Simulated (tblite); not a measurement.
Compound: C5H8O4Si.
Geometry (GFN2-xTB, Å), atoms numbered from 1 in this order:
```
atom  x, y, z in Å
O1     3.7310   -0.0105   -0.9863
C2     2.8927   -0.0845   -0.1279
O3     3.0138    0.5596    1.0454
C4     1.6009   -0.8092   -0.2315
Si5    0.2986    0.4661   -0.7984
C6    -1.3665   -0.4821   -0.8405
O7    -1.6758   -0.9148    0.5034
C8    -2.7795   -0.0133    0.6035
C9    -2.5420    0.4319   -0.8220
O10   -3.0538    1.2038   -1.5797
H11    3.8531    1.0447    1.0769
H12    1.3177   -1.2112    0.7392
H13    1.6970   -1.6175   -0.9529
H14    0.1847    1.5263    0.2061
H15    0.5732    0.9930   -2.1347
H16   -1.3968   -1.2967   -1.5638
H17   -3.7242   -0.5332    0.7804
H18   -2.6329    0.7538    1.3678
```

Level: GFN2-xTB in tblite, geometry and Hessian alike; calculated harmonic values, unscaled, isolated species. The method is semi-empirical: single wavenumbers can be off by several per cent or more. Modes of hydrogen on silicon can be 10 to 20 % off. One conformer, not necessarily the lowest.

Harmonic wavenumbers (cm⁻¹): 25.9, 32.0, 54.0, 61.4, 111.7, 145.4, 154.3, 256.2, 398.0, 430.6, 456.7, 500.4, 545.8, 569.3, 586.9, 661.3, 686.4, 720.2, 728.5, 749.5, 774.0, 803.5, 862.2, 922.8, 944.2, 1030.4, 1033.4, 1042.6, 1060.2, 1079.4, 1083.1, 1135.4, 1174.7, 1180.5, 1203.4, 1240.9, 1411.8, 1412.9, 1786.6, 1859.7, 2270.7, 2293.8, 2942.2, 2948.1, 2957.8, 3010.7, 3022.1, 3452.9.

A = 2903, B = 509.9, C = 479.5 MHz; mass 160.019 u (most abundant isotopes); point group C1, symmetry number 1.

Task: Zero-point energy?

Result: ½Σν̃ = 26907 cm⁻¹ = 321.88 kJ/mol.

Task: What is S at 500 K and 1 bar for an ideal gas of classical rigid rotors and harmonic oscillators?

Result: Translation 182.90, rotation 134.04, vibration 257.10: S = 574.0 J/(mol K).

Task: And Cp and H(500 K) − H(0)?

Result: Cp = 253.74 J/(mol K), of which vibrations give 220.49 (their classical limit is 48 R = 399.1); H(500 K) − H(0) = 76.64 kJ/mol without the zero-point energy, 60.01 from vibrations.

Task: Blend soft modes into free rotors: weight 1/[1 + (100 cm⁻¹/ν̃)⁴] for the oscillator and the rest for a rotor with moment μB/(μ + B), μ = h/(8π²ν), B = 10⁻⁴⁴ kg m². What vibrational entropy results?

Result: 222.73 J/(mol K) in place of 257.10, which changes −T·S at 500 K by +17.18 kJ/mol.

Task: What must be added to the electronic energy to get the Gibbs energy at 500 K and 1 bar?

Result: ZPE + [H(500 K) − H(0)] − T·S = 321.88 + 76.64 − 287.02 = 111.50 kJ/mol.

Task: Which modes carry the vibrational entropy at 500 K?

Result: 25.9 cm⁻¹: 29.91; 32.0 cm⁻¹: 28.15; 54.0 cm⁻¹: 23.80; 61.4 cm⁻¹: 22.74; 111.7 cm⁻¹: 17.79; 145.4 cm⁻¹: 15.62 J/(mol K); the other 42 give 119.10 together.

Hindered rotation and anharmonicity are outside this model. Other conformers, if any are populated, would add a mixing term that is left out. The structure is chiral; the term R ln 2 for an equal mix with its mirror image is left out.
